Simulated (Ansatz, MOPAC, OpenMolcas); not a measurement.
## A ladder of methods for C2H4ClSi (SMILES C=C[SiH]Cl)

The species is C2H4ClSi (8 atoms), meant as a doublet with charge 0. SMILES: `C=C[SiH]Cl`. The coordinates come from a PBE0-D4/def2-TZVP relaxation.

```xyz
8

C     0.6470    1.0270   -0.6597
C     0.6285   -0.0667    0.1054
Si   -0.9036   -0.6426    0.9471
Cl   -1.0316   -2.6979    0.9413
H    -0.2569    1.5882   -0.8806
H     1.5639    1.4049   -1.1025
H     1.5613   -0.5910    0.3016
H    -2.1163   -0.0791    0.2915
```

Quantity: the dipole moment, in D. The values are calculated.

```tsv
level	kind	program	value (D)
PM7	semi-empirical	MOPAC	2.72
UHF/def2-SVP	Hartree–Fock	Ansatz	2.20
USVWN5/def2-SVP	LDA	OpenMolcas	1.61
UBLYP/def2-SVP	GGA	OpenMolcas	1.57
UM06-L/def2-SVP	meta-GGA	OpenMolcas	1.86
UTPSS/def2-SVP	meta-GGA	OpenMolcas	1.82
UB3LYP/def2-SVP	global hybrid	OpenMolcas	1.77
UCCSD/def2-SVP	coupled cluster or CI	Ansatz	1.82
```

The values span 1.57 to 2.72 D. Spin contamination of the reference (⟨S²⟩ at least 0.1 too high) touches UHF/def2-SVP, UCCSD/def2-SVP. Magnitudes only.
